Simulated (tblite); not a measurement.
Compound: C4H12N2Si (charge +1 and doublet state).
Geometry (GFN2-xTB, Å), atoms numbered from 1 in this order:
```xyz
19
C4H12N2Si angstrom
C     -1.485    1.845    0.979
C     -1.785    0.557    0.920
C     -0.850   -0.550    0.467
C     -1.344   -1.213   -0.808
N      0.504   -0.159    0.418
Si     1.694   -0.342   -0.856
N      3.112    0.364   -0.227
H     -2.244    2.568    1.228
H     -0.509    2.242    0.753
H     -2.775    0.206    1.170
H     -0.950   -1.297    1.284
H     -0.766   -2.106   -1.035
H     -2.388   -1.496   -0.700
H     -1.258   -0.523   -1.645
H      0.781    0.359    1.242
H      1.748   -1.783   -1.128
H      1.209    0.454   -1.986
H      3.398    0.313    0.738
H      3.899    0.570   -0.820
```

Calculated harmonic vibrations of the isolated species, GFN2-xTB (tblite), most abundant isotopes, no scaling. Errors from tens to a few hundred cm⁻¹ against measured bands are possible. Modes of hydrogen on silicon can be 10 to 20 % off. One conformer, not necessarily the lowest. Open shells enter through the occupations alone, without spin polarisation, and single modes of such species can be off by tens of per cent.

Harmonic wavenumbers (cm⁻¹): 44.6, 55.9, 82.7, 127.0, 158.1, 219.1, 244.1, 255.5, 354.3, 400.4, 435.2, 441.7, 504.8, 531.9, 559.7, 625.4, 648.3, 678.4, 721.5, 768.7, 836.2, 900.3, 924.8, 966.8, 986.2, 1000.4, 1016.3, 1086.5, 1098.1, 1177.0, 1222.5, 1280.0, 1293.9, 1374.0, 1397.5, 1453.2, 1457.4, 1475.5, 1609.3, 2166.5, 2209.0, 2715.1, 3033.0, 3039.2, 3061.3, 3083.6, 3103.3, 3130.5, 3399.0, 3465.2, 3504.7.

A = 3537, B = 1238, C = 999.8 MHz; mass 116.077 u (most abundant isotopes); point group C1, symmetry number 1; spin multiplicity 2.

**Question.** Zero-point energy?

**Answer.** ½Σν̃ = 33162 cm⁻¹ = 94.81 kcal/mol.

**Question.** What is S at 400 K and 1 bar for an ideal gas of classical rigid rotors and harmonic oscillators?

**Answer.** Translation 41.65, rotation 29.56, vibration 44.09, spin (R ln 2) 1.38: S = 116.7 cal/(mol K).

**Question.** And Cp and H(400 K) − H(0)?

**Answer.** Cp = 51.32 cal/(mol K), of which vibrations give 43.37 (their classical limit is 51 R = 101.3); H(400 K) − H(0) = 12.22 kcal/mol without the zero-point energy, 9.04 from vibrations.

**Question.** What must be added to the electronic energy to get the Gibbs energy at 400 K and 1 bar?

**Answer.** ZPE + [H(400 K) − H(0)] − T·S = 94.81 + 12.22 − 46.67 = 60.36 kcal/mol.

**Question.** How do the functions run with temperature in this model?

**Answer.** 
```
 T (K)  S (cal/(mol K))  Cp (cal/(mol K))  H − H(0) (kcal/mol)  G − H(0) (kcal/mol)  ln q(vib)
    50             60.0              14.0                 0.53                -2.47       0.69
   100             71.6              19.8                 1.38                -5.78       2.10
298.15            103.1              41.6                 7.48               -23.25       7.89
373.15            113.2              48.9                10.88               -31.36      10.05
   500            129.0              59.2                17.76               -46.74      13.62
   750            155.9              73.1                34.43               -82.46      20.28
  1000            178.2              82.4                53.94              -124.30      26.36
```

q(vib) and H(0) count from the zero-point level.

**Question.** Which modes carry the vibrational entropy at 400 K?

**Answer.** 44.6 cm⁻¹: 5.63; 55.9 cm⁻¹: 5.18; 82.7 cm⁻¹: 4.40; 127.0 cm⁻¹: 3.56; 158.1 cm⁻¹: 3.14; 219.1 cm⁻¹: 2.51 cal/(mol K); the other 45 give 19.68 together.

**Question.** Blend soft modes into free rotors: weight 1/[1 + (100 cm⁻¹/ν̃)⁴] for the oscillator and the rest for a rotor with moment μB/(μ + B), μ = h/(8π²ν), B = 10⁻⁴⁴ kg m². What vibrational entropy results?

**Answer.** 40.19 cal/(mol K) in place of 44.09, which changes −T·S at 400 K by +1.56 kcal/mol.

Hindered rotation and anharmonicity are outside this model. Other conformers, if any are populated, would add a mixing term that is left out. The structure is chiral; the term R ln 2 for an equal mix with its mirror image is left out.

On an AMD EPYC 7B13 with one thread, shared host, this took 0.91 s of wall time. This covers the Hessian and the dipole derivatives.
